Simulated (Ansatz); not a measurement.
Isomers of CH8AsNSi, relaxed with PBE0-D4/def2-TZVP in Ansatz; electronic energies, one conformer each and not always the lowest. Functionals use def2-TZVPP; CBS adds triple-zeta CCSD(T) − MP2 to the MP2 limit of def2-TZVPP and def2-QZVPP.

Outer-core shells of As are correlated without core-valence functions. Scalar relativity is left out up to krypton. Spin–orbit coupling is left out.

Order them by energy at frozen-core CCSD(T)/CBS, lowest first. (Best estimate.)
A. `NC([SiH3])[AsH2]`
B. `CN([SiH3])[AsH2]`
C. `C[AsH]N[SiH3]`

C (0.0 kcal/mol), B (15.5 kcal/mol), A (27.9 kcal/mol).

How do B2PLYP, HF/CBS(def2), MP2/CBS(def2), B3LYP-D4 place them (kcal/mol, against `C[AsH]N[SiH3]`)? (Estimate.)

The calculation gave: 
```tsv
isomer	B2PLYP	HF/CBS(def2)	MP2/CBS(def2)	B3LYP-D4
`CN([SiH3])[AsH2]`	15.4	15.3	16.3	14.4
`NC([SiH3])[AsH2]`	29.3	32.4	29.3	28.2
```

B3LYP here is the variant with VWN-RPA as its local correlation; programs differ in this.
